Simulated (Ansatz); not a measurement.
Calculation: frozen-core CCSD(T)/cc-pVQZ // CAM-B3LYP-D3(BJ)/def2-TZVP (Ansatz, a program for electronic structure). The restricted HF reference is unstable towards unrestricted orbitals.

Ansatz 0.2 input:
```yaml
crystal:
  periodic: [false, false, false]
  atoms:
    - { symbol: F, position_ang: [-2.239846, 0.730654, 0.350563] }
    - { symbol: Si, position_ang: [-0.989666, -0.250504, 0.536714] }
    - { symbol: Si, position_ang: [0.879989, 0.289663, -0.517532] }
    - { symbol: Cl, position_ang: [2.40872, -1.039509, -0.126924] }
    - { symbol: H, position_ang: [-1.510158, -1.626806, 0.373105] }
    - { symbol: H, position_ang: [1.401783, 1.650091, -0.259814] }
basis:
  gaussian: { orbitals: cc-pVQZ }
correlation:
  method: ccsd_t
```

Output:

```
Functional definition: HF
1756 factors; integrals over basis functions are off by at most 9.8e-4 eV
mean field evaluation 1: about -30967.4191 eV, gradient 2.8e1 eV
mean field evaluation 2: about -30967.5348 eV, gradient 2.8e1 eV
mean field evaluation 4: about -30969.3984 eV, gradient 2.6e0 eV
mean field evaluation 8: about -30969.4456 eV, gradient 2.5e-1 eV
mean field evaluation 16: about -30969.4465 eV, gradient 1.1e-6 eV
mean field -30969.44651989 eV, -1138.1061677610 hartree, gradient 1.1e-6 eV, S^2 0.000000; 0 other end points of the search recorded, 0 dependent functions left out; unrestricted orbitals would lower it
16 core orbitals not correlated
reference -30969.44651989 eV, -1138.1061677610 hartree; 12, 12 occupied and 264, 264 virtual orbitals, 1756 factors
second order -19.80249415 eV of doubles, -0.00000000 eV of singles
cycle   1  -20.17861480 eV  change   -3.8e-1 eV  update   1.1e-1
cycle   2  -20.66896750 eV  change   -4.9e-1 eV  update   4.0e-2
cycle   3  -20.80975312 eV  change   -1.4e-1 eV  update   2.3e-2
cycle   4  -20.79040528 eV  change    1.9e-2 eV  update   7.8e-3
cycle   5  -20.78403004 eV  change    6.4e-3 eV  update   3.8e-3
cycle   6  -20.78682315 eV  change   -2.8e-3 eV  update   1.5e-3
cycle   7  -20.78663434 eV  change    1.9e-4 eV  update   6.6e-4
cycle   8  -20.78645022 eV  change    1.8e-4 eV  update   2.7e-4
cycle   9  -20.78664519 eV  change   -1.9e-4 eV  update   1.3e-4
cycle  10  -20.78663224 eV  change    1.3e-5 eV  update   5.4e-5
cycle  11  -20.78658491 eV  change    4.7e-5 eV  update   2.6e-5
cycle  12  -20.78661147 eV  change   -2.7e-5 eV  update   1.3e-5
cycle  13  -20.78660927 eV  change    2.2e-6 eV  update   5.2e-6
perturbative correction -0.94172367 eV, -0.0346077065 hartree
Total energy: -30991.17485283 eV, -1138.9046692686 hartree
```

Cost: very roughly 27 core-minutes.
